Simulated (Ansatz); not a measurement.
A CCSD(T) single point on C2H9Si2, SMILES `C[SiH][SiH2]C` radical.

```yaml
crystal:
  periodic: [false, false, false]
  atoms:
    - {symbol: C, position_ang: [-2.168295, 0.375364, 0.773346]}
    - {symbol: Si, position_ang: [-1.033010, -1.093556, 0.461358]}
    - {symbol: Si, position_ang: [1.236369, -0.585872, 0.337992]}
    - {symbol: C, position_ang: [1.700642, 0.557008, -1.082243]}
    - {symbol: H, position_ang: [-1.841311, 0.937649, 1.650309]}
    - {symbol: H, position_ang: [-2.171783, 1.053897, -0.085200]}
    - {symbol: H, position_ang: [-3.194798, 0.043337, 0.943069]}
    - {symbol: H, position_ang: [-1.516237, -1.880972, -0.713015]}
    - {symbol: H, position_ang: [1.990259, -1.866028, 0.219685]}
    - {symbol: H, position_ang: [1.627715, 0.049694, 1.629652]}
    - {symbol: H, position_ang: [1.441081, 0.105874, -2.042229]}
    - {symbol: H, position_ang: [2.774968, 0.758139, -1.076624]}
    - {symbol: H, position_ang: [1.174699, 1.510766, -1.001200]}
basis:
  gaussian: {orbitals: def2-SVP}
magnetization: {spin_polarized: true, initial_magnetization: 1}
correlation: {method: ccsd_t}
scf: {omitted_lower_state_checks: [cluster_reference]}
```

```sh
$ ansatz run in.yaml --threads 2 --pin off --events-out ev --progress --plain --max-ram 32768MiB --backend cuda --devices 0, --max-vram 18GiB
```

The program prints (abridged):

```
Functional definition: HF
1094 factors; integrals over basis functions are off by at most 1.5e-3 eV
mean field evaluation 1: about -17917.8350 eV, gradient 2.1e1 eV
mean field evaluation 2: about -17917.8360 eV, gradient 2.1e1 eV
mean field evaluation 4: about -17920.7214 eV, gradient 2.4e0 eV
mean field evaluation 8: about -17920.7908 eV, gradient 2.6e-4 eV
mean field -17920.79063265 eV, -658.5769086017 hartree, gradient 5.8e-6 eV, S^2 0.757211; 0 other end points of the search recorded, 0 dependent functions left out
12 core orbitals not correlated: weight in the atoms' cores, before any rotation towards them, 1.000 or more for the frozen orbitals, at most 0.000 for the correlated occupied ones
reference -17920.79063265 eV, -658.5769086017 hartree; 13, 12 occupied and 84, 85 virtual orbitals, 1094 factors
second order -12.97903117 eV of doubles, -0.00000000 eV of singles
cycle   1  -14.32972358 eV  change    -1.4e0 eV  update   8.6e-2
cycle   2  -14.81586994 eV  change   -4.9e-1 eV  update   2.8e-2
cycle   3  -14.86108350 eV  change   -4.5e-2 eV  update   9.0e-3
cycle   4  -14.85942584 eV  change    1.7e-3 eV  update   3.3e-3
cycle   5  -14.85872061 eV  change    7.1e-4 eV  update   1.4e-3
cycle   6  -14.85852314 eV  change    2.0e-4 eV  update   5.8e-4
cycle   7  -14.85862443 eV  change   -1.0e-4 eV  update   2.5e-4
cycle   8  -14.85868246 eV  change   -5.8e-5 eV  update   9.8e-5
cycle   9  -14.85867827 eV  change    4.2e-6 eV  update   4.4e-5
cycle  10  -14.85868090 eV  change   -2.6e-6 eV  update   2.0e-5
perturbative correction -0.41806982 eV, -0.0153637825 hartree
Total energy: -17936.06738337 eV, -659.1383188357 hartree
Checks for a lower state left out: cluster_reference
```

It took 6.5 s on 2 threads of an AMD EPYC 7R13 on a shared host and a share of an NVIDIA H100 80 GB, with 0.79 GiB of host memory at the peak.

MP2 recovers 85.0 % of the CCSD(T) correlation energy and the triples give 2.7 %; T1 = 0.0109.
